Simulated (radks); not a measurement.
Neutral titanium inside a hard spherical wall (all orbitals vanish at R), configuration held at [Ar] 3d2 4s2 and not refilled when levels cross. All-electron calculation, scalar-relativistic Kohn-Sham, r2SCAN, spin-unpolarised, spherical densities, finite nucleus; meta-GGA in the generalised Kohn-Sham scheme; Fermi nuclear charge, rms radius 3.5921 fm. Program: a radial shooting solver on a logarithmic mesh with Libxc functionals. Eigenvalues in eV, with the zero of energy where the potential of the charges vanishes at infinity; a dash marks a level that is unbound or too diffuse for the functional's potential to be trusted. A positive occupied level is held by the wall or, in an anion where self-interaction has pushed it up, behind a barrier. The pressure on the wall is -dE/dV.

R (bohr)  E (hartree)  kinetic (hartree)    e(3s)    e(3p)   e(4s)   e(3d)  e(4p, empty)  e(5s, empty)  pressure (GPa)
free       -853.73588            860.941  -65.008  -40.169  -4.621  -4.084        -1.302             -               0
12         -853.73580            860.942  -64.999  -40.159  -4.614  -4.075        -1.279         2.437         0.00160
10         -853.73505            860.950  -64.942  -40.103  -4.571  -4.023        -1.181         3.431          0.0218
8          -853.72835            860.998  -64.625  -39.787  -4.313  -3.732        -0.705         6.256           0.298
7          -853.71388            861.081  -64.154  -39.320  -3.892  -3.306        -0.012         9.444            1.12
6          -853.67236            861.277  -63.195  -38.374  -2.923  -2.442         1.467        15.331            4.37
3          -851.67196            867.720  -49.329  -24.858  26.302  11.968        37.615        118.87             771
2          -842.52193            894.930  -20.749    5.361  125.14  47.113        141.93        361.17           13300
